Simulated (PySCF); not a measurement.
A structure optimised at PBE0-D3(BJ)/def2-SVP, used in a PySCF frequency run:

```
Si
O 1 1.6457
H 2 0.9648 1 116.74
I 1 2.4214 2 105.87 3 -180.00
I 1 2.4437 2 110.40 3 -60.06
I 1 2.4437 2 110.40 3 60.06
```

Question: Write its SMILES, formula and point group.

Answer: O[Si](I)(I)I, HI3OSi, Cs

Question: What are its rotational constants (standard atomic weights)?

Answer: 0.45492, 0.44539, 0.24973 GHz
